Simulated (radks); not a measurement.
Removal energies from the phosphorus ion P10+, [He] 2s2 2p1, by Delta-SCF beside the eigenvalue of the level emptied. All-electron calculation, scalar-relativistic Kohn-Sham, BLYP, spin-polarised, spherical densities, finite nucleus; Fermi nuclear charge, rms radius of each element as measured or else 0.836 A^(1/3) + 0.57 fm. Program: a radial shooting solver on a logarithmic mesh with Libxc functionals. Open shells are filled with parallel spins first.

| removed from | final configuration | Delta-SCF (eV) | -eigenvalue (eV) |
|---|---|---|---|
| 2p | [He] 2s2 | 479.70 | 452.92 |
| 2s | [He] 2s1 2p1 | 501.37 | 480.66 |
| 1s | 1s1 2s2 2p1 | 2581.4 | 2495.6 |
